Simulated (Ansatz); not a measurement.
Program: Ansatz. Geometries: PBE0-D4/def2-TZVP. ΔE: electronic, gas phase. CCSD(T)/CBS adds triple-zeta CCSD(T) − MP2 to the extrapolated MP2 energy (def2 sets, frozen cores). This one scheme is used for every species. One conformer a species, not always the lowest.

Reaction (ligand exchange at the Al–C bond): `[AlH2][CH2]OCS` + `C=CCO` → `C=CC[O][AlH2]` + `COCS`

| species | HF/def2-TZVPP energy (Eh) |
| --- | --- |
| `[AlH2][CH2]OCS` | -794.15972 |
| `C=CCO` | -192.00568 |
| `C=CC[O][AlH2]` | -434.55440 |
| `COCS` | -551.67549 |

Q: Work out ΔE.

A: ΔE = (-434.55440) + (-551.67549) − (-794.15972) − (-192.00568) = -0.06449 Eh = -169.3 kJ/mol. CCSD(T)/CBS gives -155.6 kJ/mol.

Largest T1 diagnostic among the species: 0.013.

In def2-TZVPP, CCSD(T) changes the Hartree–Fock value by +12.0 kJ/mol (the triples alone add +1.5 kJ/mol) and MP2 by +8.4 kJ/mol. From PBE to PBE0 (25 % exact exchange), in def2-TZVPP and without D4, ΔE moves by −3.3 kJ/mol.
